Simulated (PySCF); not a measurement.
**Excitation energy of Pt by level of theory**

Pt [Xe] 4f14 5d9 6s1 (3D) → Pt [Xe] 4f14 5d8 6s2 (3F), as a difference of total energies. All numbers are calculated (PySCF 2.14, scalar relativity by spin-free X2C-1e, in x2c-TZVPPall with one added diffuse shell each of s, p, d, f type (12s8p8d4f1g, 113 functions)). Correlated levels: valence: [Xe] 4f14 frozen. The calculations carry no spin-orbit coupling.

```
           method  excitation energy (eV)  error (eV)
              UHF                   0.326      -0.071
    MP2 (valence)                   0.627      +0.230
SCS-MP2 (valence)                   0.495      +0.098
   CCSD (valence)                   0.440      +0.043
CCSD(T) (valence)                   0.460      +0.063
```

Reference: 0.397 eV (measured; NIST levels, between the centres of gravity of the two terms).

Errors of the correlated levels include the incompleteness of this basis and the frozen core.
